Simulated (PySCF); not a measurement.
Dipole response of Be⁺ (beryllium, charge +1)

[He] 2s1, 2S determinant. Calculation: PySCF 2.14, in dyall-av2z (11s7p2d, 42 functions); no relativity, point nucleus. Coupled (time-dependent) response in atomic units; α is the mean over directions. A double-zeta set is small for polarisabilities.

```
 method  mean α (bohr³)  C₆ (like pair)  S(−4)
    UHF           25.02           71.53   1144
    PBE           21.69           57.98  860.7
   PBE0           22.37           60.68  915.8
  B97-3           22.27           59.84  921.5
wB97X-V           23.13           64.06  967.1
```

S(−4) is the Cauchy moment in α(ω) = α(0) + S(−4) ω² + …

α(iu) at PBE0:

```
u (hartree)  α(iu) (bohr³)
          0          22.37
     0.0500          20.30
      0.100          15.95
      0.200          8.773
      0.300          5.185
      0.500          2.402
      0.750          1.255
       1.00         0.7870
       1.50         0.4099
       2.00         0.2613
       3.00         0.1417
       5.00        0.06675
```

For an ion, C₆ is the dispersion term alone; charge-induced terms of lower order in 1/R come first.
